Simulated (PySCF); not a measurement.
## Unknown compound

The spectra below were simulated for a compound C$_{5}$H$_{12}$O$_{2}$Si.

$^{1}$H NMR (600 MHz, computed): δ 5.13 (m, 1H), 3.85 (s, 3H), 3.37 (s, 3H), 3.36 (m, 1H), 1.86 (m, 2H), 1.68 (m, 2H).

$^{13}$C{$^{1}$H} NMR (computed): δ 70.4 (CH), 57.4 (CH3), 54.0 (CH3), 30.6 (CH2).

Calculated, not measured (PySCF): structure optimised with GFN2-xTB, GIAO PBE0/pcSseg-1 shieldings. Fast rotation and ring inversion assumed for equivalent nuclei, one conformer, non-relativistic Hamiltonian, isolated molecule.

Chemical shifts δ = σref − σ; TMS for $^{1}$H (31.72 ppm), $^{13}$C (186.93 ppm), all at this level.

Q: Deduce the structure.

A: 
1. The formula gives 1 degree of unsaturation (1 ring in the answer).
2. 4 carbon signals for 5 carbons: some carbons are equivalent by symmetry or fast rotation.
3. Carbon types of the structure: 1 × CH, 2 × CH2, 2 × CH3, leaving 1 H on heteroatoms.
4. δC 70.4: sp3 CH bonded to O; pulled downfield by the heteroatom.
5. δC 57.4, 54.0: methyl carbon bonded to O; the inductive effect lowers its shielding.
6. δC 30.6: sp3 CH2 bonded to Si.
7. δH 5.13: hydrogen on a silicon bonded to 2 C, O, in a 4-membered ring.
8. δH 3.85, 3.37: hydrogen on a methyl carbon bonded to O; its carbon carries O, which withdraws density.
9. δH 3.36: hydrogen on an sp3 CH bonded to O; its carbon carries O, an electronegative neighbour.
10. δH 1.86, 1.68: hydrogen on an sp3 CH2 bonded to Si.

The compound is `O([Si@H]1C[C@@H](OC)C1)C`.

The shifts were computed for this structure.

Shifts are as computed. Against solution values, carbons near 30 ppm lie about +3 ppm off and those near 130 ppm about +5 ppm. Of 1309 compounds with measured shifts, 239 miss one by over three times the rms of a fit or turn the order of signals round; such compounds aren't used in these exercises. No couplings were computed; multiplicities are counted from neighbouring protons, with m where these are inequivalent, close in shift, in a saturated or five-membered ring or joined by F or P, and br s for small geminal =CH2 splittings.
